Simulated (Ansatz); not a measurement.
Species: C$_{3}$H$_{4}$O$_{2}$, SMILES `CC(=O)C=O` (O–C–C–O torsion 180°) (charge 0, multiplicity 1), formula C3H4O2.

### Question
How many basis functions does frozen-core CCSD(T)/cc-pVTZ // B3LYP-D3(BJ)/def2-TZVP (Ansatz, a quantum-chemistry and plane-wave program) use, how many core orbitals are frozen, and how many electrons are correlated?

### Answer
206 basis functions and 5 frozen orbitals, which leaves 28 correlated electrons. Core time is of the order of minutes.
